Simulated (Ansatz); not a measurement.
Frontier orbitals of C$_{8}$H$_{18}$Cl$_{2}$Si, SMILES `CC(C)(C)[Si](Cl)(Cl)C(C)(C)C`.

Z-matrix (Å, degrees):
```
C
C 1 1.529
H 1 1.092 2 112.2
H 1 1.093 2 112.1 3 -122.0
H 1 1.096 2 109.3 3 118.8
C 2 1.532 1 108.9 3 -173.7
C 2 1.530 1 109.7 3 -54.9
Si 2 1.897 1 110.6 3 67.6
H 6 1.096 2 109.0 1 60.5
H 6 1.092 2 111.9 1 179.6
H 6 1.092 2 112.0 1 -58.7
H 7 1.091 2 112.4 1 56.6
H 7 1.092 2 112.0 1 178.6
H 7 1.096 2 109.2 1 -62.4
Cl 8 2.070 2 106.7 1 178.6
C 8 1.897 2 121.4 1 -58.5
Cl 8 2.070 2 107.1 1 64.3
C 16 1.530 8 110.7 2 63.3
C 16 1.532 8 108.1 2 -177.7
C 16 1.529 8 110.6 2 -58.5
H 18 1.091 16 112.4 8 -65.8
H 18 1.092 16 112.0 8 56.1
H 18 1.096 16 109.2 8 175.2
H 19 1.092 16 112.0 8 61.5
H 19 1.096 16 109.0 8 -179.3
H 19 1.092 16 111.9 8 -60.1
H 20 1.092 16 112.2 8 67.6
H 20 1.096 16 109.3 8 -173.6
H 20 1.093 16 112.1 8 -54.5
```

Charge 0, multiplicity 1. All single points use the PBE0-D4/def2-TZVP geometry. Basis def2-TZVPP, Ansatz 0.2.0.

Orbital energies of one run (eV). Highest occupied ones, from the top: -6.39, -7.28, -7.30, -7.45, -7.88, -7.94, -8.11, -8.13, -8.13, -8.40, -8.74, -9.01, -9.24, -9.29. Empty: 0.07, 0.13, 0.29, 0.85, 0.89, 1.37.

(1) Which functional gave them?
A. B3LYP
B. BLYP
C. r2SCAN0
D. ωB97X-V

Answers

(1) B. HOMO energies: BLYP -6.39, ωB97X-V -9.99, B3LYP -7.52, r2SCAN0 -7.84 eV.

B3LYP here is the variant with VWN-RPA as its local correlation; programs differ in this.
